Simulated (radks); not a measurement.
Question: The table gives one normalised radial function P(r) = r R(r) of Bi5+ in [Xe] 4f14 5d9 6s1 (r in bohr). Calculated with a radial shooting solver on a logarithmic mesh with Libxc functionals: scalar-relativistic Kohn-Sham, BLYP, spin-polarised, spherical densities, finite nucleus; open shells are filled with parallel spins first (spin-orbit coupling, left out, can overturn this in heavy ions); Fermi nuclear charge, rms radius 5.5211 fm.

r,P
0.001686,0.0615
0.002597,0.0789
0.004033,0.0957
0.006261,0.1040
0.009645,0.0910
0.01498,0.0393
0.02325,-0.0557
0.03582,-0.1473
0.05561,-0.1227
0.08635,0.0882
0.133,0.2224
0.2065,-0.0828
0.3207,-0.3031
0.4939,0.2270
0.7669,0.4070
1.191,-0.4527
1.834,-0.8775
2.848,-0.3908
4.422,-0.0414

Which n and l does it have? It may be an empty orbital.

Answer: n = 6, l = 0: the number of nodes gives n - l - 1 = 5, the rise at small r (about r^(l+1), flatter next to the nucleus through relativity) gives l, and the extent must fit the shell. The curve is that of 6s up; the table hardly tells the two spins apart. 6s up: eigenvalue -64.937 eV, 5 radial nodes at r = 0.0183, 0.0740, 0.190, 0.427, 0.973 bohr, <r> = 1.87 bohr, 90 % of the charge inside 2.64 bohr.
